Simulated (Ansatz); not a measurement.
`C[N]([GeH3])[SiH2]O` and `C[N]([GeH3])[SiH](O)F` differ in one atom or group.

Ansatz, PBE0-D4/def2-TZVP geometries, multiplicity 1. Each molecule was computed in one conformer, which needn't be the lowest.

Scalar relativity is left out up to krypton.

| property | `C[N]([GeH3])[SiH2]O` |
| --- | --- |
| HOMO energy (PBE0/def2-TZVPP) / eV | -7.01 |
| HOMO–LUMO gap (B3LYP/def2-TZVPP) / eV | 6.87 |
| size of the dipole moment (ωB97M-V/def2-TZVPP) / D | 1.92 |
| HOMO energy (PBE/def2-TZVPP) / eV | -5.70 |
| LUMO energy (PBE0/def2-TZVPP) / eV | 0.34 |
| size of the dipole moment (B3LYP/def2-TZVPP) / D | 1.91 |

(1) What does the change do to each property? (An estimate is asked.)

Answers

(1) The calculation gave: 
```csv
property,`C[N]([GeH3])[SiH](O)F`,shift
HOMO energy (PBE0/def2-TZVPP) / eV,-7.21,-0.20
HOMO–LUMO gap (B3LYP/def2-TZVPP) / eV,7.27,0.40
size of the dipole moment (ωB97M-V/def2-TZVPP) / D,0.59,-1.33
HOMO energy (PBE/def2-TZVPP) / eV,-5.87,-0.17
LUMO energy (PBE0/def2-TZVPP) / eV,0.54,0.20
size of the dipole moment (B3LYP/def2-TZVPP) / D,0.59,-1.32
```

With PBE0 the HOMO falls by 0.20 eV and the LUMO rises by 0.20 eV, so the gap widens by about 0.40 eV. PBE moves the HOMO by -0.17 eV and ωB97M-V by -0.21 eV. Dipoles are sizes alone; their direction can turn.

B3LYP here is the variant with VWN-RPA as its local correlation; programs differ in this.
